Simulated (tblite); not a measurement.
Compound: C4H5N4 (doublet state).
Z-matrix (Å and degrees, GFN2-xTB geometry), rows numbered from 1:
```
C 
N   1  1.2754
C   2  1.3136  1  132.62
C   3  1.4103  2  126.45  1    33.89
N   4  1.3264  3  125.08  2   176.93
N   5  1.3273  4  108.48  3  -179.08
C   6  1.3024  5  108.55  4     0.48
N   7  1.3597  6  110.35  5    -0.67
H   1  1.0894  2  124.22  3    17.53
H   1  1.0779  2  117.91  3  -168.27
H   3  1.0794  2  116.66  1  -154.40
H   7  1.0702  6  125.47  5  -179.98
H   8  1.0063  4  127.37  3     3.29
```

Computed values, GFN2-xTB/tblite, gas phase, harmonic and unscaled. The method is semi-empirical: single wavenumbers can be off by several per cent or more. One conformer, not necessarily the lowest. Open shells enter through the occupations alone, without spin polarisation, and single modes of such species can be off by tens of per cent.

Harmonic wavenumbers (cm⁻¹): 91.1, 141.0, 203.0, 278.9, 402.9, 494.6, 571.9, 593.6, 628.1, 678.3, 766.6, 769.0, 795.3, 839.6, 925.9, 982.4, 1050.9, 1090.4, 1129.2, 1149.3, 1187.8, 1284.7, 1319.1, 1333.0, 1418.9, 1447.4, 1475.3, 1616.9, 2931.7, 3089.9, 3093.1, 3184.5, 3463.9.

A = 6273, B = 1485, C = 1214 MHz; mass 109.051 u (most abundant isotopes); point group C1, symmetry number 1; spin multiplicity 2.

Zero-point energy?

½Σν̃ = 20214 cm⁻¹ = 241.81 kJ/mol.

What is S at 273.15 K and 1 bar for an ideal gas of classical rigid rotors and harmonic oscillators?

Translation 165.55, rotation 114.98, vibration 55.49, spin (R ln 2) 5.76: S = 341.8 J/(mol K).

And Cp and H(273.15 K) − H(0)?

Cp = 107.35 J/(mol K), of which vibrations give 74.09 (their classical limit is 33 R = 274.4); H(273.15 K) − H(0) = 17.99 kJ/mol without the zero-point energy, 8.91 from vibrations.

How do the functions run with temperature in this model?

| T (K) | S (J/(mol K)) | Cp (J/(mol K)) | H − H(0) (kJ/mol) | G − H(0) (kJ/mol) | ln q(vib) |
| --- | --- | --- | --- | --- | --- |
| 50 | 233.1 | 41.6 | 1.79 | -9.87 | 0.10 |
| 100 | 266.1 | 54.9 | 4.21 | -22.41 | 0.53 |
| 298.15 | 351.6 | 115.7 | 20.78 | -84.04 | 3.12 |
| 373.15 | 380.2 | 139.7 | 30.37 | -111.48 | 4.25 |
| 500 | 425.9 | 173.3 | 50.32 | -162.65 | 6.27 |
| 750 | 505.2 | 216.6 | 99.57 | -279.34 | 10.32 |
| 1000 | 571.3 | 242.4 | 157.18 | -414.15 | 14.19 |

q(vib) and H(0) count from the zero-point level.

Blend soft modes into free rotors: weight 1/[1 + (100 cm⁻¹/ν̃)⁴] for the oscillator and the rest for a rotor with moment μB/(μ + B), μ = h/(8π²ν), B = 10⁻⁴⁴ kg m². What vibrational entropy results?

53.90 J/(mol K) in place of 55.49, which changes −T·S at 273.15 K by +0.43 kJ/mol.

What must be added to the electronic energy to get the Gibbs energy at 273.15 K and 1 bar?

ZPE + [H(273.15 K) − H(0)] − T·S = 241.81 + 17.99 − 93.36 = 166.44 kJ/mol.

Which modes carry the vibrational entropy at 273.15 K?

91.1 cm⁻¹: 14.50; 141.0 cm⁻¹: 10.98; 203.0 cm⁻¹: 8.14; 278.9 cm⁻¹: 5.83; 402.9 cm⁻¹: 3.46; 494.6 cm⁻¹: 2.37 J/(mol K); the other 27 give 10.22 together.

Hindered rotation and anharmonicity are outside this model. Other conformers, if any are populated, would add a mixing term that is left out. The structure is chiral; the term R ln 2 for an equal mix with its mirror image is left out.

Time: 0.33 s. Hardware: Arm Neoverse V1, one thread, shared host with 32 logical CPUs at a one-minute load of 9.5. The figure is for the frequency step alone.
